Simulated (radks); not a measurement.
Task: These are the eigenvalues of the occupied orbitals of an atom or ion with whole-number occupations (hartree). Calculated with a radial shooting solver on a logarithmic mesh with Libxc functionals: Dirac Kohn-Sham, PBEsol, spin-unpolarised, spherical densities, finite nucleus; Fermi nuclear charge, rms radius of each element as measured or else 0.836 A^(1/3) + 0.57 fm.

orbital  eigenvalue
1s1/2     -585.2689
2s1/2     -79.44515
2p1/2     -72.33696
2p3/2     -69.82574
3s1/2     -12.47789
3p1/2      -9.89720
3p3/2      -9.51190
3d3/2      -4.97800
3d5/2      -4.91073
4s1/2      -1.73481
4p1/2      -1.09901
4p3/2      -1.05585
5s1/2      -0.30651

Which element is it, and in what charge state? The configuration may be excited. Open shells, if any, fill j = l - 1/2 first.

Result: Z = 38, strontium, charge +1: Sr+ in [Kr] 5s1. The list shows which subshells hold electrons but not how many an open one holds; the 1s level, -585.27 hartree, gives Z - s = 34.2 by -(Z - s)^2/2, which with screening and relativity narrows Z to a few neighbours, and the depths of the outer levels then fix element, charge and occupations together.
